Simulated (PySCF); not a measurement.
PySCF input for C₉H₆N₄, SMILES C1=CC2=NC=CC3=NC=NC(=C1)N23, TDA-PBE0/def2-SVP. Geometry: B3LYP-D3(BJ)/def2-SVP.

```python
import numpy as np
from pyscf import gto, scf, dft, tdscf

mol = gto.M(
    atom='''
    C    -0.72292510   -2.66547051    0.00000000
    C    -1.70438096   -1.69223432    0.00000000
    C    -1.36249392   -0.32140253    0.00000000
    N    -2.31237242    0.62211573    0.00000000
    C    -1.93863408    1.89872721    0.00000000
    C    -0.61747985    2.32290047    0.00000000
    C     0.40929993    1.36151484    0.00000000
    N     1.70380537    1.68795376    0.00000000
    C     2.58209309    0.68059716    0.00000000
    N     2.31937269   -0.60892546    0.00000000
    C     1.01428123   -0.97706000    0.00000000
    C     0.63120369   -2.31736442    0.00000000
    N     0.00790560    0.00998932    0.00000000
    H    -1.00736440   -3.72031778    0.00000000
    H    -2.76852341   -1.92118262    0.00000000
    H    -2.74738282    2.63894675    0.00000000
    H    -0.32756388    3.37166068    0.00000000
    H     3.64197812    0.96600520    0.00000000
    H     1.43209361   -3.05429311    0.00000000
    ''',
    basis='def2-SVP',
    charge=0,
    spin=0,
    symmetry=True,
    max_memory=1600,
    verbose=4,
)
mf = dft.RKS(mol, xc='pbe0').density_fit(auxbasis='def2-universal-jkfit')
mf.grids.level = 3
mf.conv_tol = 1e-9
mf.max_cycle = 100
mf.kernel()
mf.grids = dft.Grids(mol).set(level=1).build(with_non0tab=True)  # coarser grid for the response kernel
td = tdscf.TDA(mf)
td.singlet = True
td.nstates = 6
td.conv_tol = 1e-4
td.positive_eig_threshold = 1e-6
td.kernel(x0=td.get_init_guess(mf, 11))
td.analyze()
tt = tdscf.TDA(mf)
tt.singlet = False
tt.nstates = 2
tt.conv_tol = 1e-4
tt.positive_eig_threshold = 1e-6
tt.kernel(x0=tt.get_init_guess(mf, 7))
tt.analyze(verbose=3)
```

It prints:

```
PySCF version 2.14.0

[INPUT] verbose = 4
[INPUT] num. atoms = 19
[INPUT] num. electrons = 88
[INPUT] charge = 0
[INPUT] spin (= nelec alpha-beta = 2S) = 0
[INPUT] symmetry True subgroup None
[INPUT] Mole.unit = angstrom
[INPUT] Symbol           X                Y                Z      unit          X                Y                Z       unit  Magmom
[INPUT]  1 C     -0.722925100000  -2.665470510000   0.000000000000 AA   -1.366130447574  -5.037009257005   0.000000000000 Bohr   0.0
[INPUT]  2 C     -1.704380960000  -1.692234320000   0.000000000000 AA   -3.220813226323  -3.197859403390   0.000000000000 Bohr   0.0
[INPUT]  3 C     -1.362493920000  -0.321402530000   0.000000000000 AA   -2.574740355185  -0.607362757442   0.000000000000 Bohr   0.0
[INPUT]  4 N     -2.312372420000   0.622115730000   0.000000000000 AA   -4.369750571798   1.175628347484   0.000000000000 Bohr   0.0
[INPUT]  5 C     -1.938634080000   1.898727210000   0.000000000000 AA   -3.663487466948   3.588074412160   0.000000000000 Bohr   0.0
[INPUT]  6 C     -0.617479850000   2.322900470000   0.000000000000 AA   -1.166867803938   4.389645702923   0.000000000000 Bohr   0.0
[INPUT]  7 C      0.409299930000   1.361514840000   0.000000000000 AA    0.773464770504   2.572890162131   0.000000000000 Bohr   0.0
[INPUT]  8 N      1.703805370000   1.687953760000   0.000000000000 AA    3.219725518863   3.189770317330   0.000000000000 Bohr   0.0
[INPUT]  9 C      2.582093090000   0.680597160000   0.000000000000 AA    4.879448768232   1.286142233557   0.000000000000 Bohr   0.0
[INPUT] 10 N      2.319372690000  -0.608925460000   0.000000000000 AA    4.382979164896  -1.150702349675   0.000000000000 Bohr   0.0
[INPUT] 11 C      1.014281230000  -0.977060000000   0.000000000000 AA    1.916713737987  -1.846375807268   0.000000000000 Bohr   0.0
[INPUT] 12 C      0.631203690000  -2.317364420000   0.000000000000 AA    1.192802102915  -4.379184084612   0.000000000000 Bohr   0.0
[INPUT] 13 N      0.007905600000   0.009989320000   0.000000000000 AA    0.014939418850   0.018877078971   0.000000000000 Bohr   0.0
[INPUT] 14 H     -1.007364400000  -3.720317780000   0.000000000000 AA   -1.903642823637  -7.030381700550   0.000000000000 Bohr   0.0
[INPUT] 15 H     -2.768523410000  -1.921182620000   0.000000000000 AA   -5.231751014347  -3.630508987074   0.000000000000 Bohr   0.0
[INPUT] 16 H     -2.747382820000   2.638946750000   0.000000000000 AA   -5.191801089135   4.986886614811   0.000000000000 Bohr   0.0
[INPUT] 17 H     -0.327563880000   3.371660680000   0.000000000000 AA   -0.619006021500   6.371515270165   0.000000000000 Bohr   0.0
[INPUT] 18 H      3.641978120000   0.966005200000   0.000000000000 AA    6.882341198458   1.825485262906   0.000000000000 Bohr   0.0
[INPUT] 19 H      1.432093610000  -3.054293110000   0.000000000000 AA    2.706264707640  -5.771777482046   0.000000000000 Bohr   0.0

nuclear repulsion = 735.854579299761
point group symmetry = Cs
symmetry origin: [ 1.71793271e-09 -6.44224896e-10  0.00000000e+00]
symmetry axis x: [ 1.0000000e+00 -1.6727556e-08  0.0000000e+00]
symmetry axis y: [1.6727556e-08 1.0000000e+00 0.0000000e+00]
symmetry axis z: [0. 0. 1.]
num. orbitals of irrep A' = 154
num. orbitals of irrep A" = 58
number of shells = 96
number of NR pGTOs = 354
number of NR cGTOs = 212
basis = def2-SVP
ecp = {}


[settings echo left out]
init E= -567.185354073587
HOMO (A") = -0.231105366328421  LUMO (A") = -0.116215390879406  gap/eV = 3.12632
cycle= 1 E= -564.391679265637  delta_E= 2.79  |g|= 0.743  |ddm|= 5.53
HOMO (A") = -0.183592042050357  LUMO (A") = -0.133926507318376  gap/eV = 1.35147
cycle= 2 E= -564.134779666736  delta_E= 0.257  |g|= 1.31  |ddm|= 2.36
HOMO (A") = -0.20087987380056  LUMO (A") = -0.0778911809665326  gap/eV = 3.34669
cycle= 3 E= -564.516474181491  delta_E= -0.382  |g|= 0.152  |ddm|= 1.51
HOMO (A") = -0.211833698785415  LUMO (A") = -0.0879016141999855  gap/eV = 3.37236
cycle= 4 E= -564.520646707155  delta_E= -0.00417  |g|= 0.0785  |ddm|= 0.223
HOMO (A") = -0.210769388646023  LUMO (A") = -0.0876387661887055  gap/eV = 3.35055
cycle= 5 E= -564.522005221416  delta_E= -0.00136  |g|= 0.0235  |ddm|= 0.0927
HOMO (A") = -0.209896013152226  LUMO (A") = -0.0865543319320086  gap/eV = 3.35630
cycle= 6 E= -564.522129521084  delta_E= -0.000124  |g|= 0.00904  |ddm|= 0.0358
HOMO (A") = -0.209704245307192  LUMO (A") = -0.0862408386244682  gap/eV = 3.35961
cycle= 7 E= -564.522152508487  delta_E= -2.3e-05  |g|= 0.00165  |ddm|= 0.0122
HOMO (A") = -0.209775558306139  LUMO (A") = -0.0863203307641727  gap/eV = 3.35939
cycle= 8 E= -564.522153181596  delta_E= -6.73e-07  |g|= 0.000483  |ddm|= 0.00232
HOMO (A") = -0.209794935384872  LUMO (A") = -0.0863445437317658  gap/eV = 3.35926
cycle= 9 E= -564.52215324196  delta_E= -6.04e-08  |g|= 0.000188  |ddm|= 0.000776
HOMO (A") = -0.209785260708546  LUMO (A") = -0.0863385317210681  gap/eV = 3.35916
cycle= 10 E= -564.522153253069  delta_E= -1.11e-08  |g|= 0.000101  |ddm|= 0.000374
HOMO (A") = -0.209782168772213  LUMO (A") = -0.0863369034324757  gap/eV = 3.35912
cycle= 11 E= -564.522153256066  delta_E= -3e-09  |g|= 2.84e-05  |ddm|= 0.000138
HOMO (A") = -0.209784151158  LUMO (A") = -0.086337311030062  gap/eV = 3.35916
cycle= 12 E= -564.522153256637  delta_E= -5.71e-10  |g|= 2.05e-05  |ddm|= 9.48e-05
HOMO (A") = -0.209782564117513  LUMO (A") = -0.0863385024420307  gap/eV = 3.35908
Extra cycle  E= -564.522153256567  delta_E= 6.93e-11  |g|= 3.33e-05  |ddm|= 6.51e-05
converged SCF energy = -564.522153256567
tot grids = 81936
Overwritten attributes  positive_eig_threshold  of <class 'pyscf.tdscf.rks.TDA'>


******** <class 'pyscf.tdscf.rks.TDA'> for <class 'pyscf.df.df_jk.DFSymAdaptedRKS'> ********
nstates = 6 singlet
deg_eia_thresh = 1.000e-03
wfnsym = None
conv_tol = 0.0001
eigh lindep = 1e-12
eigh level_shift = 0
eigh max_cycle = 100


Excitation energies (eV)
[2.11722123 3.78258541 4.06788914 4.31102838 4.40114363 4.89494363]

** Singlet excitation energies and oscillator strengths **
Excited State   1:   A'      2.11722 eV    585.60 nm  f=0.0008
      44 -> 45       -0.70354
Excited State   2:   A"      3.78259 eV    327.78 nm  f=0.0000
      43 -> 45       -0.69360
Excited State   3:   A'      4.06789 eV    304.79 nm  f=0.1305
      41 -> 45       -0.27132
      44 -> 46       -0.63759
Excited State   4:   A"      4.31103 eV    287.60 nm  f=0.0000
      42 -> 45        0.68611
      43 -> 47        0.11730
Excited State   5:   A'      4.40114 eV    281.71 nm  f=0.2654
      40 -> 45        0.17342
      41 -> 46        0.10799
      44 -> 47        0.65619
Excited State   6:   A"      4.89494 eV    253.29 nm  f=0.0013
      39 -> 45       -0.15021
      43 -> 46        0.67903

** Transition electric dipole moments (AU) **
state          X           Y           Z        Dip. S.      Osc.
  1        -0.0634      0.1056      0.0000      0.0152      0.0008
  2         0.0000      0.0000      0.0173      0.0003      0.0000
  3        -1.1370      0.1282     -0.0000      1.3092      0.1305
  4         0.0000      0.0000     -0.0089      0.0001      0.0000
  5         0.0239      1.5688     -0.0000      2.4617      0.2654
  6        -0.0000     -0.0000      0.1038      0.0108      0.0013

** Transition velocity dipole moments (imaginary part, AU) **
state          X           Y           Z        Dip. S.      Osc.
  1         0.0041     -0.0103      0.0000      0.0001      0.0010
  2        -0.0000      0.0000     -0.0056      0.0000      0.0002
  3         0.1008     -0.0011      0.0000      0.0102      0.0453
  4         0.0000      0.0000     -0.0080      0.0001      0.0003
  5         0.0041     -0.0464     -0.0000      0.0022      0.0089
  6        -0.0000     -0.0000     -0.0182      0.0003      0.0012

** Transition magnetic dipole moments (imaginary part, AU) **
state          X           Y           Z
  1         0.0000      0.0000      2.5613
  2         0.1379      0.1727     -0.0000
  3        -0.0000     -0.0000      0.0546
  4        -0.1286      0.2165      0.0000
  5        -0.0000      0.0000     -0.0846
  6        -0.0910      0.4459      0.0000


******** <class 'pyscf.tdscf.rks.TDA'> for <class 'pyscf.df.df_jk.DFSymAdaptedRKS'> ********
nstates = 2 triplet
deg_eia_thresh = 1.000e-03
wfnsym = None
conv_tol = 0.0001
eigh lindep = 1e-12
eigh level_shift = 0
eigh max_cycle = 100


Excitation energies (eV)
[1.84812862 2.6456737 ]

** Triplet excitation energies and oscillator strengths **
Excited State   1:   A'      1.84813 eV    670.86 nm  f=0.0000
Excited State   2:   A'      2.64567 eV    468.63 nm  f=0.0000
```

Self-consistency was reached.

Cost: very roughly 7 core-minutes.
